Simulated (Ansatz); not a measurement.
Calculation: PBE-D3(BJ)/def2-TZVP // PBE0-D3(BJ)/def2-SVP (Ansatz, a program for electronic structure). All species are isolated molecules in the gas phase.  In the def2 sets, heavy atoms carry core potentials.

Reference species (SMILES): `[CH3][Sn]([Cl])([Cl])[Cl]` (neutral, multiplicity 1).

```
Quantity                                  Result
--------------------------------------  --------
HOMO                                    -7.74 eV
vertical ionisation energy (Delta-SCF)  10.33 eV
LUMO                                    -3.15 eV
```

After one change: the HOMO rises by 0.64 eV; the vertical ionisation energy (Delta-SCF) decreases by 0.85 eV; the LUMO rises by 0.05 eV.

Task: Name the change that produced these shifts. The new species is one of these.
(A) `C=CC[CH2][Sn]([Cl])([Cl])[Cl]` (C–C–C–C torsion -116°, C–C–C–Sn torsion 180°)
(B) `C=C[CH2][Sn]([Cl])([Cl])[Cl]` (C–C–C–Sn torsion 99°)
(C) `[Cl][Sn]([Cl])([Cl])[c]1ccccc1`
(D) `C[CH2][Sn]([Cl])([Cl])[Cl]`

Result: C, `[Cl][Sn]([Cl])([Cl])[c]1ccccc1`
